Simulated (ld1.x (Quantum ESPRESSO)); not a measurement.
Reading a pseudo-wave (H (Z = 1))

Columns: radius, all-electron u(r) and pseudo u(r) of the 1s shell (level -6.33 eV) of hydrogen in the configuration 1s1; PBEsol, scalar-relativistic, PAW scheme, ld1.x (Quantum ESPRESSO) 7.5.

```json
{"r (bohr)": "0.070", "all-electron": "0.1227", "pseudo": "0.0847"}
{"r (bohr)": "0.140", "all-electron": "0.2287", "pseudo": "0.1679"}
{"r (bohr)": "0.210", "all-electron": "0.3198", "pseudo": "0.2480"}
{"r (bohr)": "0.280", "all-electron": "0.3974", "pseudo": "0.3237"}
{"r (bohr)": "0.350", "all-electron": "0.4631", "pseudo": "0.3937"}
{"r (bohr)": "0.420", "all-electron": "0.5181", "pseudo": "0.4572"}
{"r (bohr)": "0.490", "all-electron": "0.5638", "pseudo": "0.5133"}
{"r (bohr)": "0.560", "all-electron": "0.6012", "pseudo": "0.5617"}
{"r (bohr)": "0.630", "all-electron": "0.6312", "pseudo": "0.6022"}
{"r (bohr)": "0.700", "all-electron": "0.6547", "pseudo": "0.6349"}
{"r (bohr)": "0.770", "all-electron": "0.6726", "pseudo": "0.6602"}
{"r (bohr)": "0.840", "all-electron": "0.6854", "pseudo": "0.6786"}
{"r (bohr)": "0.910", "all-electron": "0.6939", "pseudo": "0.6908"}
{"r (bohr)": "0.980", "all-electron": "0.6986", "pseudo": "0.6976"}
{"r (bohr)": "1.050", "all-electron": "0.6999", "pseudo": "0.7000"}
{"r (bohr)": "1.120", "all-electron": "0.6983", "pseudo": "0.6987"}
{"r (bohr)": "1.190", "all-electron": "0.6942", "pseudo": "0.6945"}
{"r (bohr)": "1.260", "all-electron": "0.6879", "pseudo": "0.6880"}
{"r (bohr)": "1.330", "all-electron": "0.6798", "pseudo": "0.6798"}
{"r (bohr)": "1.400", "all-electron": "0.6701", "pseudo": "0.6701"}
{"r (bohr)": "1.470", "all-electron": "0.6590", "pseudo": "0.6590"}
{"r (bohr)": "1.540", "all-electron": "0.6468", "pseudo": "0.6468"}
{"r (bohr)": "1.610", "all-electron": "0.6336", "pseudo": "0.6336"}
{"r (bohr)": "1.680", "all-electron": "0.6197", "pseudo": "0.6197"}
{"r (bohr)": "1.750", "all-electron": "0.6052", "pseudo": "0.6052"}
{"r (bohr)": "1.820", "all-electron": "0.5902", "pseudo": "0.5902"}
```

How many radial nodes do the two functions have?

The all-electron 1s function has n − l − 1 = 0; the pseudo-wave has 0.

At about which radius was the pseudo-wave matched?

1.40 bohr. The columns agree to 0.0005 from 1.05 bohr on; several derivatives are matched, so the curves merge somewhat inside the radius.

Is the pseudo-wave norm-conserving?

No, it belongs to a PAW set: the norm inside the radius is not constrained, and the difference is carried by the augmentation charge.
